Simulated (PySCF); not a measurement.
Computed shifts of a molecule CH₈GeOSi, PySCF with PBE/pcSseg-1, GIAO, gas phase, atoms alike by connectivity averaged where their shifts nearly agree, in ppm (number of nuclei): ²⁹Si: -9.0 (1). ¹³C: 1.8 (1). ¹H: 5.63 (3), 5.51 (2), 0.68 (3). References: ²⁹Si against TMS (σ = 335.4 ppm); ¹³C against TMS (σ = 182.0 ppm); ¹⁷O against H2O (σ = 334.3 ppm); ⁷³Ge against GeH4 (σ = 1614.4 ppm); ¹H against TMS (σ = 31.49 ppm), references at their B3LYP-D3(BJ)/def2-TZVP geometries, non-relativistic. The structure is a stationary point at TPSSh-D3(BJ)/def2-SVP. Other conformers were not sampled.

**Question.** Which molecule gave these data?
(A) O[C@@H]([SiH3])[GeH3]
(B) C[SiH2][O][GeH3]
(C) CO[SiH2][GeH3]
(D) [OH][GeH2][CH2][SiH3]

**Answer.** B, C[SiH2][O][GeH3]
